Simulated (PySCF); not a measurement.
Isomers of C5H14GaN and their computed core-level spectra.

Theory: delta-SCF UKS SCAN, pcX-2 on the ionised atom, pcseg-1 elsewhere, spin-free X2C (PySCF). Geometries: PBE0-D3(BJ)/def2-SVP; isolated species, one conformer each.

Line lists (1s up to Mg, 2p3/2 beyond, nothing for Ga; areas count atoms within a level, one atom standing for each set equivalent by bonding):
1. C 1s: 290.81 (area 2), 291.77 (area 1), 291.81 (area 2) eV; N 1s: 406.10 eV
2. C 1s: 290.76 (area 1), 291.02 (area 1), 291.82 (area 2), 291.92 (area 1) eV; N 1s: 406.01 eV
3. C 1s: 289.08 (area 1), 289.61 (area 1), 289.97 (area 1), 290.02 (area 1), 290.04 (area 1) eV; N 1s: 407.11 eV
4. C 1s: 289.05 (area 1), 289.83 (area 1), 289.96 (area 1), 290.37 (area 1), 290.58 (area 1) eV; N 1s: 407.02 eV

Structures:
A. `C=CC[C@@H](C)[GaH2-][NH3+]`
B. `C=CC[N+](C)(C)[GaH3-]`
C. `C[N+](C)([GaH3-])C1CC1`
D. `C1[C@H]([C@@H]1CC)[GaH2-][NH3+]`

Q: Match each list to its structure.

A: 
- 1 = C: no other candidate has these counts of sites. C 1s: 290.81 three-membered-ring carbon (×2), 291.77 sp3 carbon bound to nitrogen, 291.81 N-methyl carbon (×2); N 1s: 406.10 nitrogen bonded to 3 C and Ga.
- 2 = B: no other candidate has these counts of sites. C 1s: 290.76 terminal =CH2 carbon, 291.02 alkene CH carbon, 291.82 N-methyl carbon (×2), 291.92 sp3 carbon bound to nitrogen; N 1s: 406.01 nitrogen bonded to 3 C and Ga.
- 3 = A: another candidate has the same counts of sites, so positions decide. C 1s: 289.08 sp3 CH carbon, 289.61 terminal =CH2 carbon, 289.97 alkene CH carbon, 290.02 allylic carbon, 290.04 methyl carbon; N 1s: 407.11 nitrogen bonded to Ga and 3 H.
- 4 = D: another candidate has the same counts of sites, so positions decide. C 1s: 289.05 three-membered-ring carbon, 289.83 three-membered-ring carbon, 289.96 three-membered-ring carbon, 290.37 chain CH2 carbon, 290.58 methyl carbon; N 1s: 407.02 nitrogen bonded to Ga and 3 H.
